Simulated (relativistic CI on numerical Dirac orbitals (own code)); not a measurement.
One change at a time: Hf XXVIII

Base calculation: Dirac-Coulomb-Breit CI, KLI orbitals optimised for each configuration, a model potential for QED, unscaled Slater integrals.

Configuration list (outside the closed core [Ar] 3d10): 4s²4p⁶4d⁹, 4s²4p⁵4d¹⁰, 4s²4p⁶4d⁸4f, 4s4p⁶4d¹⁰, 4s²4p⁵4d⁹4f, 4s4p⁶4d⁹4f, 4s²4p⁶4d⁸5s, 4s²4p⁶4d⁸5p, 4s²4p⁶4d⁷4f5s, 4s²4p⁶4d⁸5d, 4s²4p⁵4d⁹5s, 4s²4p⁶4d⁷5s², 4s²4p⁶4d⁶4f5s², 4s²4p⁵4d⁷4f5s², 4s4p⁶4d⁷4f5s². Double excitations out of closed p, d and f shells are left out; levels of such configurations are missing from the list, as are those of other unlisted configurations, and high levels can miss mixing partners.

Variants: (1) one mean potential for all configurations. Shifts of the energy above 4s²4p⁶4d⁹ ²D5/2, in cm⁻¹, for the lowest level and the first level of each name with at least 55 % of one term (blank where a level changes its place among those of its configuration and J or its character, or is not in the variant):

| Level | Base | Δ(1) |
| --- | --- | --- |
| 4s²4p⁶4d⁹ ²D5/2 | 0 | 0 |
| 4s²4p⁶4d⁹ ²D3/2 | 113333 | +3 |
| 4s²4p⁵4d¹⁰ ²P°3/2 | 1367752 | -550 |
| 4s²4p⁶4d⁸4f ⁴F°7/2 | 1465876 | -941 |
| 4s²4p⁶4d⁸4f ⁴F°9/2 | 1485397 | -942 |
| 4s²4p⁶4d⁸4f ⁴I°15/2 | 1503724 | -939 |
| 4s²4p⁶4d⁸4f ⁴H°13/2 | 1518045 | -934 |
| 4s²4p⁶4d⁸4f ⁴F°3/2 | 1562317 | -946 |
| 4s²4p⁶4d⁸4f ⁴I°11/2 | 1601404 | -944 |
| 4s²4p⁶4d⁸4f ²D°5/2 | 1624732 | -945 |
| 4s²4p⁶4d⁸4f ²K°15/2 | 1641880 | -956 |
| 4s²4p⁶4d⁸4f ⁴D°5/2 | 1673713 | -930 |
| 4s²4p⁶4d⁸4f ²I°11/2 | 1684320 | -925 |

At this charge energies of transitions that change n are usually good to better than 1 %, and those within a shell (Δn = 0) to a few per cent.

Ionisation energy from the two ground configurations alone: base 1046.59 eV. The NIST ASD value (theoretical) is 1047 eV.

LS names give the leading component of a level, which can be under half, so a name can repeat, a term be missing and a line seem to break the LS rules.
